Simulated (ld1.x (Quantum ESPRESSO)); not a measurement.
Pb: excitation energies, all-electron against TM

```json
{
  "Element": "Pb (Z = 82)",
  "Generator": "ld1.x (Quantum ESPRESSO) 7.5",
  "Type": "norm-conserving Troullier–Martins (Kleinman–Bylander form)",
  "Functional": "PBE",
  "Relativity": "fully relativistic",
  "Frozen core": "[Xe] 4f14",
  "Valence charge": "14",
  "Reference configuration": "5d10 6s2 6p2",
  "Partial waves": "6p (bound): rc 2.80 bohr; 5d (bound): rc 1.45 bohr; 6s (bound): rc 2.05 bohr",
  "Local potential": "the s channel",
  "Core correction": "Bessel-smoothed model core inside 1.45 bohr"
}
```

Open shells are filled in proportion to 2j + 1 (rel_dist='average').

Energies are relative to the spin-unpolarised reference configuration 5d10 6s2 6p2; without spin polarisation the order of configurations can differ from experiment.

Question: Give the all-electron excitation energy and the error of the potential for: 5d10 6s2 6p1; 5d10 6s2 6p0; 5d10 6s1 6p0; 5d10 6s2 6p2.3; 5d10 6s2 6p1.5; 5d10 6s0 6p4; 5d10 6s1 6p2.

Answer:

```csv
valence configuration,charge,ΔE all-electron (eV),error AE − PS (meV)
5d10 6s2 6p1,+1,6.698,-0.4
5d10 6s2 6p0,+2,20.303,-8.8
5d10 6s1 6p0,+3,52.710,-33
5d10 6s2 6p2.3,-0.3,-0.832,-0.1
5d10 6s2 6p1.5,+0.5,2.549,0.0
5d10 6s0 6p4,0,17.479,-10
5d10 6s1 6p2,+1,16.050,+0.3
```
